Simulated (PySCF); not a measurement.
## CeH4, singlet: computed properties

Computed with PySCF, PBE0, basis Ce def2-TZVP with ECP28, H def2-TZVP (scalar-relativistic core potentials, no spin–orbit coupling, density fitting).

The structure is a minimum.

```xyz
5
charge 0 multiplicity 1, angstrom
Ce    0.0000    0.0000    0.0000
H    -1.1392   -1.1392    1.1392
H    -1.1392    1.1392   -1.1392
H     1.1392    1.1392    1.1392
H     1.1392   -1.1392   -1.1392
```

| Property | Result |
| --- | --- |
| Point group | Td |
| Bond lengths | Ce–H 1.973 Å (×4) |
| Bond angles | H–Ce–H 109.5° (×6) |
| Entropy at 298.15 K and 1 bar | 241.2 J/(mol K) |
| Heat capacity Cp at 298.15 K | 59.9 J/(mol K) |
| Principal polarisabilities | 64.0, 64.0, 64.0 bohr³ |
| Principal quadrupole moments (Buckingham, traceless) about the centre of mass | 0.00, 0.00, 0.00 D Å |
| Enthalpy at 298.15 K above 0 K | 12.76 kJ/mol |
| Lowest empty level | -3.72 eV |
| Zero-point energy | 50.5 kJ/mol |
| Rotational constants | 1.611, 1.611, 1.611 cm⁻¹ |
| Dipole moment | 0.00 D |
| Rotational symmetry number | 12 |
| Highest occupied level | -7.78 eV |

Harmonic modes (masses in u: Ce 139.905, H 1.008):
| symmetry | ω (cm⁻¹) | IR (km/mol, summed over degenerate members) |
| --- | --- | --- |
| t2 | 474 | 821 |
| e | 595 | 0.0 |
| t2 | 1442 | 3124 |
| a1 | 1511 | 0.0 |

In Td the vibrations span 2t2 + e + a1. The a1, e modes carry no infrared intensity, as symmetry demands.

Charges (e):
```
    atom  Mulliken  Löwdin  polar tensor  Mayer order to Ce1
     Ce1      0.80    0.56          2.08                   –
H2,3,4,5     -0.20   -0.14         -0.52                0.95
```

Mulliken populations on Ce1 (electrons outside its core potential): s 4.42, p 12.19, d 11.84, f 0.73.

Outer orbital energies (eV). occupied: -25.03, -25.03, -25.03, -8.32, -7.78, -7.78, -7.78; empty: -3.72, -3.62, -3.62, -3.62.

Formally Ce is in oxidation state +4, with 0 electrons left for the f, d and s shells; the Mulliken f population is 0.73.

Stability towards spin polarisation was not tested. Only a few start shapes were tried, so a lower isomer may exist.

The final relaxation and frequency run took 58 s on 4 threads of a shared Intel Xeon Platinum 8259CL @ 2.50GHz (Skylake/Cascade Lake) host, with 117 basis functions and 6 gradients; the process peaked at 2 GiB. Launch command: `OMP_NUM_THREADS=4 python axn.py task.json out`.
